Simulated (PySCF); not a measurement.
**SMILES COc1ccccc1, C7H8O**

Molfile (atoms numbered from 1):
```
C7H8O
     RDKit          3D

 16 16  0  0  0  0  0  0  0  0999 V2000
   -2.4930    0.3587    0.0374 C   0  0  0  0  0  0  0  0  0  0  0  0
   -1.4180   -0.3428   -0.5141 O   0  0  0  0  0  0  0  0  0  0  0  0
   -0.1665   -0.0714   -0.0873 C   0  0  0  0  0  0  0  0  0  0  0  0
    0.8602   -0.8152   -0.6885 C   0  0  0  0  0  0  0  0  0  0  0  0
    2.1824   -0.6093   -0.3170 C   0  0  0  0  0  0  0  0  0  0  0  0
    2.5066    0.3393    0.6582 C   0  0  0  0  0  0  0  0  0  0  0  0
    1.4867    1.0758    1.2530 C   0  0  0  0  0  0  0  0  0  0  0  0
    0.1513    0.8800    0.8897 C   0  0  0  0  0  0  0  0  0  0  0  0
   -3.4011   -0.0227   -0.4539 H   0  0  0  0  0  0  0  0  0  0  0  0
   -2.5793    0.1899    1.1286 H   0  0  0  0  0  0  0  0  0  0  0  0
   -2.4153    1.4474   -0.1510 H   0  0  0  0  0  0  0  0  0  0  0  0
    0.5875   -1.5520   -1.4487 H   0  0  0  0  0  0  0  0  0  0  0  0
    2.9724   -1.1973   -0.7947 H   0  0  0  0  0  0  0  0  0  0  0  0
    3.5483    0.5001    0.9497 H   0  0  0  0  0  0  0  0  0  0  0  0
    1.7237    1.8222    2.0178 H   0  0  0  0  0  0  0  0  0  0  0  0
   -0.6280    1.4725    1.3732 H   0  0  0  0  0  0  0  0  0  0  0  0
  1  2  1  0
  2  3  1  0
  3  4  2  0
  4  5  1  0
  5  6  2  0
  6  7  1  0
  7  8  2  0
  8  3  1  0
  1  9  1  0
  1 10  1  0
  1 11  1  0
  4 12  1  0
  5 13  1  0
  6 14  1  0
  7 15  1  0
  8 16  1  0
M  END
```

Method: UKS PBE0/def2-SV(P) four-point reorganisation energy, gas phase (PySCF 2.14.0). Geometry: PBE0/def2-SV(P).

What is the inner reorganisation energy for hole transfer, with the ionisation energy?

λ = 0.198 (surface of the oxidised species) + 0.211 (surface of the starting species) = 0.409 eV. The ionisation energy is 8.24 eV vertical and 8.04 eV adiabatic without zero-point energy; at the relaxed geometry of the oxidised species the two energies differ by 7.83 eV. Largest bond changes: O2–C3 1.350 → 1.295 Å, C3–C4 1.403 → 1.439 Å, C1–O2 1.397 → 1.433 Å, C8–C3 1.400 → 1.431 Å, C6–C7 1.392 → 1.422 Å. ⟨S²⟩ of the relaxed oxidised species 0.773.
